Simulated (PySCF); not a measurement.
Structure with atom numbers: `[F:1][C:2]1=[CH:3][C@@:4]1([F:5])[C:6]([F:7])([F:8])[F:9]`. Hydrogens are named by the atom that carries them.

Computational details: geometry: GFN2-xTB, shieldings: GIAO PBE0/pcSseg-1, in PySCF (a single conformation, non-relativistic, gas phase, averaged over atoms made equivalent by symmetry, fast rotation or ring inversion).

List the cross peaks expected in HSQC, COSY and HMBC spectra.

Answers



HSQC (one-bond C–H):
```csv
δH,δC
5.62 (H(C3)),90.0 (C3)
```

HMBC (two and three bonds, from the bond graph):
```csv
δH,δC
5.62 (H(C3)),"155.4 (C2), 130.1 (C6), 80.2 (C4)"
```

No COSY cross peaks are expected.

References, each an isolated molecule treated in the same way: 1H (31.72 ppm) and 13C (186.93 ppm) vs TMS.

Shifts are as computed. Against solution values, carbons near 30 ppm lie about +3 ppm off and those near 130 ppm about +5 ppm. Of 1309 compounds with measured shifts, 239 miss one by over three times the rms of a fit or turn the order of signals round; such compounds aren't used in these exercises.
